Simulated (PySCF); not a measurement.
# Hf⁶¹⁺: ionisation energy

Hf⁶¹⁺ [Ne] 3s1 (2S) → Hf⁶²⁺ [Ne] (1S), as a difference of total energies. Calculation: PySCF 2.14, in an even-tempered Gaussian basis (16 s from 17 bohr⁻², ratio 2.5; 10 p from 22 bohr⁻², ratio 2.5; 4 d from 79 bohr⁻², ratio 2.7; 4 f from 120 bohr⁻², ratio 2.7); no relativity, point nucleus. Correlated levels: outer shells: 1s2 frozen; virtual orbitals above 40 to 60 times the deepest correlated orbital energy dropped. The calculations carry no spin-orbit coupling.

```json
{"method": "UHF", "ionisation energy (eV)": "6209.7"}
{"method": "LDA", "ionisation energy (eV)": "6213.0"}
{"method": "PBE", "ionisation energy (eV)": "6217.4"}
{"method": "PBE0", "ionisation energy (eV)": "6215.6"}
{"method": "r2SCAN", "ionisation energy (eV)": "6208.1"}
{"method": "revPBE", "ionisation energy (eV)": "6216.3"}
{"method": "TPSS", "ionisation energy (eV)": "6214.4"}
{"method": "MP2 (outer shells)", "ionisation energy (eV)": "6210.4"}
{"method": "SCS-MP2 (outer shells)", "ionisation energy (eV)": "6210.3"}
```

The gap to the reference is mostly relativistic.

For comparison: 6674 ± 12 eV (theoretical estimate listed by NIST; NIST Atomic Spectra Database, ionization energies).
